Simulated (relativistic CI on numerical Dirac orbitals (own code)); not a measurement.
# Crystal-field levels of Fe⁵⁺, 3d3

Calculated by Dirac-Coulomb-Breit CI, orbitals from a KLI potential per configuration, model QED (radiative potential, 1s self-energy scaled to tabulated hydrogen-like ionisation energies), valence Slater integrals scaled by 0.7, one configuration in a parametric crystal field (own radial code).

Field parameters in Wybourne normalisation: Oh B⁴₀ = 21Dq, B⁴₄ = √(5/14) B⁴₀. The field is a parameter set, without covalency.

S is read from ⟨S²⟩ = S(S + 1).

Levels (cm⁻¹, degeneracy): 0 (4), 19249 (4), 20194 (4), 20397 (2), 24489 (2), 24612 (4), 24911 (2), 24928 (4), 29309 (4), 29541 (2), 34985 (4), 35005 (2).

(1) Which field gives this pattern?
A. Oh, 10Dq = 43500 cm⁻¹
B. Oh, 10Dq = 5900 cm⁻¹
C. Oh, 10Dq = 24700 cm⁻¹
D. Oh, 10Dq = 38800 cm⁻¹

Results:

(1) C. Oh, 10Dq = 24700 cm⁻¹, ground level with S = 1.50.
